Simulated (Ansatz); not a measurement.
The cluster InSn₆⁺. The state is a singlet with charge 1. Geometry B3LYP-D4/def2-SVP.

```xyz
7

In   -3.430   -1.630   -0.002
Sn    0.683    0.779   -2.094
Sn    1.769   -1.485    0.352
Sn   -0.497   -1.853   -1.493
Sn    2.158    1.428    0.363
Sn   -0.853    0.305    0.658
Sn    0.170    2.456    2.215
```

In the def2 sets In, Sn take a core potential, while STO-3G treats all electrons; there is no spin–orbit coupling. LC-ωPBE has ω = 0.4 bohr⁻¹. Another isomer (singlet) lies 0.49 eV lower at PBE0-D4/def2-TZVP; other spin states weren't run for this one.

**Question.** Estimate the orbital energies around the gap (eV) in Ansatz with HF/STO-3G, PBE-D4/def2-SVP, PBE-D4/def2-TZVP, PBE0-D4/def2-TZVP, LC-ωPBE/def2-TZVP.

**Answer.** 
| orbital | HF/STO-3G | PBE-D4/def2-SVP | PBE-D4/def2-TZVP | PBE0-D4/def2-TZVP | LC-ωPBE/def2-TZVP |
| --- | --- | --- | --- | --- | --- |
| HOMO−9 | -13.80 | -13.90 | -13.82 | -15.02 | -17.98 |
| HOMO−8 | -12.29 | -13.04 | -12.96 | -14.03 | -16.72 |
| HOMO−7 | -11.82 | -12.60 | -12.53 | -13.55 | -16.20 |
| HOMO−6 | -9.70 | -11.66 | -11.61 | -12.45 | -14.81 |
| HOMO−5 | -8.43 | -9.11 | -9.04 | -9.72 | -11.57 |
| HOMO−4 | -8.22 | -8.97 | -8.91 | -9.59 | -11.39 |
| HOMO−3 | -7.65 | -8.97 | -8.90 | -9.54 | -11.35 |
| HOMO−2 | -7.14 | -8.80 | -8.74 | -9.42 | -11.25 |
| HOMO−1 | -6.94 | -8.54 | -8.49 | -9.08 | -10.75 |
| HOMO | -6.78 | -8.35 | -8.30 | -8.94 | -10.73 |
| LUMO | -0.62 | -6.92 | -6.88 | -6.40 | -4.92 |
| LUMO+1 | -0.04 | -6.85 | -6.80 | -6.25 | -4.56 |
| LUMO+2 | 0.09 | -6.50 | -6.45 | -5.95 | -4.41 |
| LUMO+3 | 0.21 | -6.43 | -6.39 | -5.85 | -4.27 |
| LUMO+4 | 1.69 | -6.10 | -6.06 | -5.46 | -3.72 |
| LUMO+5 | 2.70 | -5.82 | -5.78 | -5.16 | -3.41 |
